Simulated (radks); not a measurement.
Coulomb parameter of the 5d shell of the osmium ion Os3+ in the model configuration [Xe] 4f14 5d4 6s1, as a second difference U = [E(n + 0.5) + E(n - 0.5) - 2 E(n)] / (0.5)^2 with all orbitals relaxed. "Bare": the charge of the atom changes with n. "Screened": the 6s shell takes up the change at fixed total charge, which measures U(5d,5d) + U(6s,6s) - 2 U(5d,6s). All-electron calculation, scalar-relativistic Kohn-Sham, LDA (Slater exchange, Perdew-Wang correlation), spin-unpolarised, spherical densities, finite nucleus; Fermi nuclear charge, rms radius 5.4126 fm. Program: a radial shooting solver on a logarithmic mesh with Libxc functionals.

case                   configuration  E - E(n) (eV)
start              [Xe] 4f14 5d4 6s1          0.000
bare +0.5        [Xe] 4f14 5d4.5 6s1        -17.360
bare -0.5        [Xe] 4f14 5d3.5 6s1         20.595
screened +0.5  [Xe] 4f14 5d4.5 6s0.5         -2.658
screened -0.5  [Xe] 4f14 5d3.5 6s1.5          2.954

U(bare) = 12.939 eV, U(screened by 6s) = 1.184 eV, against the Slater integral F0(5d,5d) = 15.608 eV with frozen orbitals.
